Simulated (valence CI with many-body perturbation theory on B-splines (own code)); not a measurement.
**Level structure of Tc37+**

Method: valence CI with perturbative core correlation (CI+MBPT): four valence electrons over a frozen Dirac-Fock core [He], radial functions for each j: 11 s, 11 p, 10 d, 8 f, 5 g, 2 h, with the one-electron correlation potential Σ1, the two-electron term Σ2, the three-electron term Σ3, Breit, model QED; selected CI, second order for the rest, scaled by the run's own slope (own B-spline code, finite nucleus).

The last digits are not significant, and no measured levels were compared; by estimate large intervals hold to a few tenths of a per cent, small ones and those within an open d or f shell to about a per cent. Among the levels kept, up to 1000 cm⁻¹ of a level comes from second order outside the variational space, and about a tenth of that is noise between levels of different J, which matters for small intervals.

Levels 136 to 180 of 200, with energies above the lowest level, (2s^2 2p1/2^2) J=0. "Leading %" is the weight of the configuration and term that name the level; weights of strongly mixed levels are sums over their largest components and can fall short. In the jj column 3d3/2^4 stands for four electrons in 3d with j = 3/2. Lifetimes count E1, E2, E3, M1 and M2 decay at the calculated energies, and are blank where another channel may lead or the interval is too uncertain; long ones can be off by a factor of two.

| No. | Configuration | Term | J | E (Ry) | Leading % | Leading jj | Lifetime |
| --- | --- | --- | --- | --- | --- | --- | --- |
| 136 | 2s 2p2 3p | 3D° | 2 | 256.67 | 37 | 2s 2p3/2^2 3p1/2 (93 %) | 54.8 fs |
| 137 | 2p3 3p | 3D | 3 | 257.92 | 37 | 2p1/2^2 2p3/2 3p3/2 (88 %) | 22.3 fs |
| 138 | 2p3 3p | 3P | 1 | 257.98 | 38 | 2p1/2^2 2p3/2 3p3/2 (93 %) | 24.0 fs |
| 139 | 2s 2p2 3d | 3F | 4 | 258.03 | 53 | 2s 2p3/2^2 3d5/2 (80 %) | 16.7 fs |
| 140 | 2s 2p2 3d | 3D | 3 | 258.07 | 31 | 2s 2p3/2^2 3d3/2 (71 %) | 6.58 fs |
| 141 | 2s 2p2 3d | 3D | 2 | 258.12 | 32 | 2s 2p3/2^2 3d3/2 (92 %) | 5.93 fs |
| 142 | 2s 2p2 3d | 3G | 5 | 258.17 | 57 | 2s 2p3/2^2 3d5/2 (94 %) | 34.7 ps |
| 143 | 2s 2p2 3d | 3P | 1 | 258.33 | 35 | 2s 2p3/2^2 3d3/2 (88 %) | 6.08 fs |
| 144 | 2s 2p2 3p | 3D° | 3 | 258.46 | 68 | 2s 2p3/2^2 3p3/2 (90 %) | 34.5 fs |
| 145 | 2s 2p2 3p | 3P° | 0 | 258.48 | 61 | 2s 2p3/2^2 3p3/2 (93 %) | 658 fs |
| 146 | 2s 2p2 3d | 3F | 4 | 258.70 | 45 | 2s 2p3/2^2 3d3/2 (80 %) | 9.31 fs |
| 147 | 2s 2p2 3p | 3P° | 2 | 258.76 | 80 | 2s 2p3/2^2 3p3/2 (95 %) | 145 fs |
| 148 | 2s 2p2 3p | 1P° | 1 | 258.88 | 49 | 2s 2p3/2^2 3p3/2 (93 %) | 19.8 fs |
| 149 | 2p3 3p | 3P | 2 | 258.94 | 35 | 2p1/2^2 2p3/2 3p3/2 (91 %) | 23.5 fs |
| 150 | 2s 2p2 3d | 3P | 0 | 259.21 | 61 | 2s 2p3/2^2 3d5/2 (85 %) | 14.8 fs |
| 151 | 2s 2p2 3p | 3P° | 2 | 259.31 | 45 | 2s 2p3/2^2 3p3/2 (93 %) | 498 fs |
| 152 | 2s 2p2 3d | 3D | 3 | 259.69 | 41 | 2s 2p3/2^2 3d5/2 (78 %) | 7.02 fs |
| 153 | 2s 2p2 3d | 3S | 1 | 259.70 | 27 | 2s 2p3/2^2 3d5/2 (87 %) | 7.15 fs |
| 154 | 2p3 3p | 3P | 0 | 259.94 | 77 | 2p1/2^2 2p3/2 3p3/2 (90 %) | 22.2 fs |
| 155 | 2s 2p2 3d | 3P | 2 | 260.03 | 37 | 2s 2p3/2^2 3d5/2 (92 %) | 5.38 fs |
| 156 | 2s 2p2 3p | 1P° | 1 | 260.10 | 32 | 2s 2p3/2^2 3p3/2 (68 %) | 53.8 fs |
| 157 | 2p3 3s | 5S° | 2 | 260.33 | 46 | 2p1/2 2p3/2^2 3s (93 %) | 69.5 fs |
| 158 | 2p3 3d | 3D° | 2 | 260.88 | 31 | 2p1/2^2 2p3/2 3d3/2 (92 %) | 204 fs |
| 159 | 2p3 3d | 5D° | 3 | 261.09 | 27 | 2p1/2^2 2p3/2 3d3/2 (81 %) | 241 fs |
| 160 | 2p3 3s | 3S° | 1 | 261.20 | 36 | 2p1/2 2p3/2^2 3s (68 %) | 36.7 fs |
| 161 | 2p3 3d | 5D° | 1 | 261.30 | 37 | 2p1/2^2 2p3/2 3d3/2 (93 %) | 32.3 fs |
| 162 | 2p3 3d | 3P° | 0 | 261.32 | 50 | 2p1/2^2 2p3/2 3d3/2 (94 %) | 604 fs |
| 163 | 2p3 3s | 3D° | 3 | 261.62 | 87 | 2p1/2 2p3/2^2 3s (87 %) | 27.7 fs |
| 164 | 2p3 3d | 3F° | 4 | 261.71 | 41 | 2p1/2^2 2p3/2 3d5/2 (96 %) | 2.55 ps |
| 165 | 2p3 3s | 1D° | 2 | 261.93 | 55 | 2p1/2 2p3/2^2 3s (84 %) | 23.1 fs |
| 166 | 2s 2p2 3d | 3D | 1 | 262.00 | 48 | 2s 2p3/2^2 3d3/2 (82 %) | 6.96 fs |
| 167 | 2p3 3d | 3D° | 2 | 262.27 | 26 | 2p1/2^2 2p3/2 3d5/2 (79 %) | 15.2 fs |
| 168 | 2s 2p2 3d | 3F | 3 | 262.35 | 42 | 2s 2p3/2^2 3d3/2 (63 %) | 7.39 fs |
| 169 | 2s 2p2 3d | 3D | 2 | 262.39 | 38 | 2s 2p3/2^2 3d3/2 (91 %) | 5.67 fs |
| 170 | 2s 2p2 3d | 3F | 4 | 262.55 | 72 | 2s 2p3/2^2 3d5/2 (95 %) | 248 fs |
| 171 | 2s 2p2 3d | 3D | 2 | 262.58 | 53 | 2s 2p3/2^2 3d3/2 (67 %) | 6.57 fs |
| 172 | 2s 2p2 3d | 3D | 1 | 262.67 | 74 | 2s 2p3/2^2 3d3/2 (89 %) | 6.34 fs |
| 173 | 2s 2p2 3d | 3D | 3 | 262.77 | 80 | 2s 2p3/2^2 3d5/2 (84 %) | 66.7 fs |
| 174 | 2s 2p2 3d | 3P | 0 | 263.00 | 79 | 2s 2p3/2^2 3d3/2 (92 %) | 4.89 fs |
| 175 | 2p3 3d | 3D° | 3 | 263.04 | 39 | 2p1/2^2 2p3/2 3d5/2 (79 %) | 5.96 fs |
| 176 | 2s 2p2 3d | 1F | 3 | 263.14 | 46 | 2s 2p3/2^2 3d5/2 (76 %) | 4.12 fs |
| 177 | 2p3 3p | 5P | 1 | 263.21 | 38 | 2p1/2 2p3/2^2 3p1/2 (92 %) | 26.7 fs |
| 178 | 2p3 3d | 3D° | 1 | 263.26 | 39 | 2p1/2^2 2p3/2 3d5/2 (85 %) | 7.18 fs |
| 179 | 2s 2p2 3d | 1D | 2 | 263.32 | 55 | 2s 2p3/2^2 3d5/2 (86 %) | 47.4 fs |
| 180 | 2s 2p2 3d | 3P | 1 | 263.50 | 50 | 2s 2p3/2^2 3d5/2 (81 %) | 5.11 fs |

Where two levels of one J and parity lie close, their mixing, g and order are uncertain.
